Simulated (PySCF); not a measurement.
Si(H)2(F)(OH) (FH3OSi), SMILES O[SiH2]F. Atoms are numbered in the order given.

```xyz
6

Si    -0.4735     0.0402     0.0000
O      0.3607    -1.3649     0.0000
F      0.5563     1.2710     0.0000
H     -1.2920     0.1394    -1.2214
H     -1.2920     0.1394     1.2214
H      1.3203    -1.3615     0.0000
```

Geometry: B3LYP-D3(BJ)/def2-TZVP. A frequency run showed that this geometry is not a minimum. One conformer was computed; it need not be the lowest.

These are TDA-LC-ωPBE/def2-SVPD (PySCF) values and carry that method's errors.

Vertical excitations. Isolated molecule, no solvent. State labels are in the subgroup Cs.

Question: Give excitation energies, oscillator strengths and character. (Estimate from the structure and the level; the computed values follow.)

Answer: 
```json
[
 {"state": "S1", "symmetry": "A\"", "energy (eV)": "8.21", "λ (nm)": "151", "f": "0.010", "main pairs": "HOMO→LUMO+1 69 %, HOMO→LUMO 16 %"},
 {"state": "S2", "symmetry": "A\"", "energy (eV)": "8.34", "λ (nm)": "149", "f": "0.004", "main pairs": "HOMO→LUMO 57 %, HOMO→LUMO+2 17 %, HOMO→LUMO+1 11 %"},
 {"state": "S3", "symmetry": "A\"", "energy (eV)": "9.51", "λ (nm)": "130", "f": "0.025", "main pairs": "HOMO→LUMO+3 41 %, HOMO→LUMO+2 17 %, HOMO−2→LUMO 13 %, HOMO−2→LUMO+1 11 %"},
 {"state": "S4", "symmetry": "A\"", "energy (eV)": "9.65", "λ (nm)": "129", "f": "0.201", "main pairs": "HOMO→LUMO+2 55 %, HOMO→LUMO+3 20 %, HOMO→LUMO+1 9 %"},
 {"state": "S5", "symmetry": "A'", "energy (eV)": "9.80", "λ (nm)": "127", "f": "0.055", "main pairs": "HOMO−1→LUMO 72 %, HOMO−1→LUMO+1 17 %"},
 {"state": "S6", "symmetry": "A\"", "energy (eV)": "10.36", "λ (nm)": "120", "f": "0.009", "main pairs": "HOMO−2→LUMO+1 44 %, HOMO−2→LUMO 24 %, HOMO−2→LUMO+2 20 %"},
 {"state": "S7", "symmetry": "A'", "energy (eV)": "10.42", "λ (nm)": "119", "f": "0.011", "main pairs": "HOMO−1→LUMO+1 60 %, HOMO−1→LUMO+2 15 %, HOMO−1→LUMO 11 %"},
 {"state": "S8", "symmetry": "A\"", "energy (eV)": "10.76", "λ (nm)": "115", "f": "0.001", "main pairs": "HOMO−2→LUMO 35 %, HOMO→LUMO+3 20 %, HOMO−2→LUMO+1 20 %, HOMO→LUMO 9 %"},
 {"state": "S9", "symmetry": "A'", "energy (eV)": "11.25", "λ (nm)": "110", "f": "0.148", "main pairs": "HOMO→LUMO+4 34 %, HOMO→LUMO+6 27 %, HOMO−3→LUMO 11 %, HOMO−3→LUMO+1 7 %"},
 {"state": "S10", "symmetry": "A'", "energy (eV)": "11.29", "λ (nm)": "110", "f": "0.208", "main pairs": "HOMO→LUMO+6 53 %, HOMO→LUMO+4 35 %"},
 {"state": "T1", "symmetry": "A\"", "energy (eV)": "7.57", "λ (nm)": "164", "f": "0", "main pairs": "HOMO→LUMO+1 76 %"},
 {"state": "T2", "symmetry": "A\"", "energy (eV)": "7.83", "λ (nm)": "158", "f": "0", "main pairs": "HOMO→LUMO 59 %, HOMO→LUMO+3 16 %, HOMO→LUMO+2 12 %"},
 {"state": "T3", "symmetry": "A\"", "energy (eV)": "8.65", "λ (nm)": "143", "f": "0", "main pairs": "HOMO→LUMO+3 51 %, HOMO−2→LUMO 15 %"},
 {"state": "T4", "symmetry": "A\"", "energy (eV)": "8.99", "λ (nm)": "138", "f": "0", "main pairs": "HOMO→LUMO+2 47 %, HOMO→LUMO 9 %"}
]
```
Triplets are in the Tamm–Dancoff approximation.
